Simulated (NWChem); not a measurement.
# BiF$_{2}$ cation; SMILES [Bi+]([F])[F]

Computed with NWChem. All runs use the structure optimised with PBE0/def2-SVP. def2 effective core potentials on Bi; no spin-orbit coupling. Level M06-2X/def2-SVP: energy and gradient on several grids; changes count from the extra-fine grid, which is no exact limit either.

```
grid     size of the energy change (μHa)  largest change of a gradient component (μHa/bohr)
-------  -------------------------------  -------------------------------------------------
xcoarse                             8000                                               7000
coarse                               300                                                300
medium                                40                                                 60
fine                                  10                                               < 30
xfine                               < 10                                               < 30
```
